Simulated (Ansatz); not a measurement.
Geometry optimisation, RKS PBE/def2-SVP in Ansatz.

input.yaml

```yaml
crystal:
  periodic: [false, false, false]
  atoms:
    - { symbol: "N", position_ang: [-1.09451, -0.72338, -0.21778] }
    - { symbol: C, position_ang: [-0.14755, -0.20108, 0.17974] }
    - { symbol: Te, position_ang: [1.49107, 0.63647, 1.00421] }
    - { symbol: H, position_ang: [-1.9215, -1.17531, -0.57452] }
    - { symbol: H, position_ang: [0.23823, 0.46606, -0.5911] }
total_charge: 1
basis:
  gaussian: { orbitals: def2-SVP }
hamiltonian:
  xc: pbe
relax:
  f_tol: 0.02
  max_steps: 50
```

Launched with:

```bash
$ ansatz run input.yaml --threads 1 --pin off --max-ram 2048MiB --backend cpu --events-out ev --progress --plain --runs-dir out
```

Problem. Where does it end, and by what steps?

Solution. The forces met the threshold. Limits of this set-up: the dipole of an ion depends on the origin. After 12 steps the energy has fallen by 1.956 eV; H5 moved furthest, 1.38 Å. Parted: C2–H5.

```
step  energy less start (eV)  largest force component (eV/Å)  accepted
   0                  0.0000                           4.948       yes
   1                 -0.4158                           1.259       yes
   2                 -0.5712                           1.571       yes
   3                 -0.8120                           1.558       yes
   4                 -1.1519                           1.839       yes
   5                 -1.4756                           2.012       yes
   6                 -1.7045                           1.882       yes
   7                 -1.8734                           1.855       yes
   8                 -1.9403                           1.144       yes
   9                 -1.9100                           1.676        no
  10                 -1.9555                           0.145       yes
  11                 -1.9557                           0.042       yes
  12                 -1.9557                           0.002       yes
```

```xyz
5
Properties=species:S:1:pos:R:3
N -1.384 -0.982 -0.137
C -0.418 -0.404 0.177
Te 1.274 0.552 0.841
H -2.229 -1.483 -0.419
H 1.323 1.320 -0.661
```

Run time: 21 s on 1 thread of Arm Neoverse V1, with other jobs on the host, peak memory 0.12 GiB.
